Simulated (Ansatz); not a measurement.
```yaml
crystal:
  periodic: [false, false, false]
  atoms:
    - {symbol: C, position_ang: [-0.164226, 1.912847, 0.391789]}
    - {symbol: Ga, position_ang: [0.331484, 0.010379, 0.289488]}
    - {symbol: O, position_ang: [1.752332, -0.530718, 1.249324]}
    - {symbol: Ge, position_ang: [-0.651684, -1.813835, -0.990774]}
    - {symbol: H, position_ang: [-1.168309, 2.091390, 0.005484]}
    - {symbol: H, position_ang: [-0.114816, 2.268377, 1.423595]}
    - {symbol: H, position_ang: [0.539067, 2.505904, -0.199723]}
    - {symbol: H, position_ang: [2.175238, 0.166761, 1.755001]}
    - {symbol: H, position_ang: [-2.180344, -1.659304, -1.108838]}
    - {symbol: H, position_ang: [-0.094132, -1.821084, -2.427554]}
    - {symbol: H, position_ang: [-0.359110, -3.187816, -0.367292]}
basis:
  gaussian: {orbitals: def2-SVP}
hamiltonian: {xc: {name: HF}, dispersion: rvv10}
```

```sh
$ ansatz run in.yaml --threads 4 --pin off --events-out ev --progress --plain --max-ram 10444MiB
```

(1) How does Ansatz answer? (An estimate is asked.)

## Answers

(1) Computed: The input was rejected before any iteration.
```
Error: inconsistent input (hamiltonian.dispersion, hamiltonian.xc): `dispersion: rvv10` has no transferable b for PBE exchange — Sabatini et al. (2013) fitted b=6.3 to rPW86, and the PBE refits of Peng & Perdew (2017) are task-dependent (b=6.6 S22 / b=10.0 layered). Use `xc: {exchange: rpw86, correlation: pbe}` for the original rVV10 or `xc: r2scan` for the r²SCAN+rVV10 pairing
```
